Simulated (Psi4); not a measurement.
C2H3N, triplet, at a GFN2-xTB geometry (a higher spin typed on purpose: for a closed-shell molecule this is an excited state); Psi4 with SVWN/6-31G*.

The Psi4 input:
```
memory 2 GB

molecule mol {
0 3
C    -1.077992    0.028385    0.006271
C     0.342172   -0.470086    0.135222
N     1.239834    0.325511   -0.113798
H    -1.555516   -0.607792   -0.737834
H    -1.531941   -0.093953    0.988822
H    -1.176459    1.073377   -0.303366
}

set {
  basis 6-31g*
  reference uks
}

energy('svwn')
print_variables()
```

### Question
What does Psi4 print? Leave out banner, timings and long lists.

### Answer

```
   => Loading Basis Set <=

    Name: 6-31G*
    Role: ORBITAL
    Keyword: BASIS

         ---------------------------------------------------------
                                   SCF
               by Justin Turney, Rob Parrish, Andy Simmonett
                          and Daniel G. A. Smith
                              UKS Reference
         ---------------------------------------------------------

  ==> Geometry <==

    Molecular point group: c1
    Full point group: C1

    Geometry (in Angstrom), charge = 0, multiplicity = 3:

       Center              X                  Y                   Z               Mass
    ------------   -----------------  -----------------  -----------------  -----------------
         C           -1.181202386149     0.037347911905     0.005013123673    12.000000000000
         C            0.238961613851    -0.461123088095     0.133964123673    12.000000000000
         N            1.136623613851     0.334473911905    -0.115055876327    14.003074004430
         H           -1.658726386149    -0.598829088095    -0.739091876327     1.007825032230
         H           -1.635151386149    -0.084990088095     0.987564123673     1.007825032230
         H           -1.279669386149     1.082339911905    -0.304623876327     1.007825032230

  Running in c1 symmetry.

  Rotational constants: A =      2.28728  B =      0.37785  C =      0.34606 [cm^-1]
  Rotational constants: A =  68570.98483  B =  11327.68627  C =  10374.55331 [MHz]
  Nuclear repulsion =   58.262491307317589

  Charge       = 0
  Multiplicity = 3
  Electrons    = 22
  Nalpha       = 12
  Nbeta        = 10

  ==> Algorithm <==

  SCF Algorithm Type is DF.
  DIIS enabled.
  MOM disabled.
  Fractional occupation disabled.
  Guess Type is SAD.
  Energy threshold   = 1.00e-06
  Density threshold  = 1.00e-06
  Integral threshold = 1.00e-12

  ==> Primary Basis <==

  Basis Set: 6-31G*
    Blend: 6-31G*
    Number of shells: 24
    Number of basis functions: 51
    Number of Cartesian functions: 51
    Spherical Harmonics?: false
    Max angular momentum: 2

  ==> DFT Potential <==

   => LibXC <=

    Version 7.1.2
    S. Lehtola, C. Steigemann, M. J. T. Oliveira, and M. A. L. Marques,  SoftwareX 7, 1–5 (2018) (10.1016/j.softx.2017.11.002)

   => Composite Functional: SVWN <=

    Slater exchange
    Vosko, Wilk & Nusair (VWN5_RPA)
    P. A. M. Dirac,  Math. Proc. Cambridge Philos. Soc. 26, 376 (1930) (10.1017/S0305004100016108)
    F. Bloch,  Z. Phys. 57, 545 (1929) (10.1007/BF01340281)
    S. H. Vosko, L. Wilk, and M. Nusair,  Can. J. Phys. 58, 1200 (1980) (10.1139/p80-159)

    Deriv               =              1
    GGA                 =          FALSE
    Meta                =          FALSE

    Exchange Hybrid     =          FALSE
    MP2 Hybrid          =          FALSE

   => Exchange Functionals <=

    1.0000         XC_LDA_X

   => Correlation Functionals <=

    1.0000   XC_LDA_C_VWN_RPA

   => LibXC Density Thresholds  <==

    XC_LDA_C_VWN_RPA:  1.00E-15
    XC_LDA_X:  1.00E-15

   => Molecular Quadrature <=

    Radial Scheme          =       TREUTLER
    Pruning Scheme         =           NONE
    Nuclear Scheme         =       TREUTLER

    Blocking Scheme        =         OCTREE
    BS radius alpha        =              1
    Pruning alpha          =              1
    Radial Points          =             75
    Spherical Points       =            302
    Total Points           =         128816
    Total Blocks           =           1008
    Max Points             =            256
    Max Functions          =             51
    Weights Tolerance      =       1.00E-15

   => Loading Basis Set <=

    Name: (6-31G* AUX)
    Role: JKFIT
    Keyword: DF_BASIS_SCF

  ==> Integral Setup <==

  SCF_SUBTYPE=INCORE selected. In-core MEM_DF algorithm will be used.
  Using in-core AOs.

  ==> MemDFJK: Density-Fitted J/K Matrices <==

    J tasked:                   Yes
    K tasked:                    No
[...]

  ==> Pre-Iterations <==

  SCF Guess: Superposition of Atomic Densities via on-the-fly atomic UHF (no occupation information).

   -------------------------
    Irrep   Nso     Nmo
   -------------------------
     A         51      51
   -------------------------
    Total      51      51
   -------------------------

  ==> Iterations <==

                           Total Energy        Delta E     RMS |[F,P]|

   @DF-UKS iter SAD:  -131.38731946329113   -1.31387e+02   0.00000e+00
   @DF-UKS iter   1:  -131.57132664973923   -1.84007e-01   1.33132e-02 DIIS/ADIIS
   @DF-UKS iter   2:  -131.29003687788148    2.81290e-01   1.89262e-02 DIIS/ADIIS
   @DF-UKS iter   3:  -131.70665466104637   -4.16618e-01   8.68381e-03 DIIS/ADIIS
   @DF-UKS iter   4:  -131.80407528961251   -9.74206e-02   1.99348e-03 DIIS/ADIIS
   @DF-UKS iter   5:  -131.80785271844513   -3.77743e-03   8.99283e-04 DIIS/ADIIS
   @DF-UKS iter   6:  -131.80902201395793   -1.16930e-03   2.11821e-04 DIIS/ADIIS
   @DF-UKS iter   7:  -131.80910326387038   -8.12499e-05   2.24011e-05 DIIS
   @DF-UKS iter   8:  -131.80910379880768   -5.34937e-07   1.03672e-05 DIIS
   @DF-UKS iter   9:  -131.80910396830984   -1.69502e-07   1.67933e-06 DIIS
   @DF-UKS iter  10:  -131.80910397274519   -4.43535e-09   5.21276e-07 DIIS
  Energy and wave function converged.

  ==> Post-Iterations <==

   Electrons on quadrature grid:
      Nalpha   =   11.9999986243 ; deviation = -1.376e-06
      Nbeta    =    9.9999991108 ; deviation = -8.892e-07
      Ntotal   =   21.9999977352 ; deviation = -2.265e-06

   @Spin Contamination Metric:   1.660944966E-03
   @S^2 Expected:                2.000000000E+00
   @S^2 Observed:                2.001660945E+00
   @S   Expected:                1.000000000E+00
   @S   Observed:                1.000000000E+00

    Orbital Energies [Eh]
    ---------------------

    Alpha Occupied:

[...]
    Alpha Virtual:

[...]
    Beta Occupied:

[...]
      10A     -0.297697

    Beta Virtual:

[...]
    Final Occupation by Irrep:
              A
    DOCC [    10 ]
    SOCC [     2 ]
    NA   [    12 ]
    NB   [    10 ]

  @DF-UKS Final Energy:  -131.80910397274519

   => Energetics <=

    Nuclear Repulsion Energy =             58.2624913073175890
    One-Electron Energy =                -293.0241088478170468
    Two-Electron Energy =                 120.8936573425828840
    DFT Exchange-Correlation Energy =     -17.9411437748286282
    Empirical Dispersion Energy =           0.0000000000000000
    VV10 Nonlocal Energy =                  0.0000000000000000
    Total Energy =                       -131.8091039727451914

  UHF NO Occupations:
  HONO-2 :   10  A 1.9997234
  HONO-1 :   11  A 1.0000000
  HONO-0 :   12  A 1.0000000
  LUNO+0 :   13  A 0.0002766
  LUNO+1 :   14  A 0.0002212
  LUNO+2 :   15  A 0.0001588
  LUNO+3 :   16  A 0.0000854

Computation Completed

Properties will be evaluated at   0.000000,   0.000000,   0.000000 [a0]

Properties computed using the SCF density matrix

 Multipole Moments:

 ------------------------------------------------------------------------------------
     Multipole            Electronic (a.u.)      Nuclear  (a.u.)        Total (a.u.)
 ------------------------------------------------------------------------------------

 L = 1.  Multiply by 2.5417464519 to convert [e a0] to [Debye]
 Dipole X            :          3.3067754           -4.2908622           -0.9840868
 Dipole Y            :         -0.5545434            0.3726295           -0.1819139
 Dipole Z            :          0.1198788           -0.0523063            0.0675725
 Magnitude           :                                                    1.0030381

 ------------------------------------------------------------------------------------

  Variable Map:
  ----------------------------------------------------------------------------
[...]
  Array Variable Map:
  ----------------------------------------------------------------------------
[...]
[...]
```
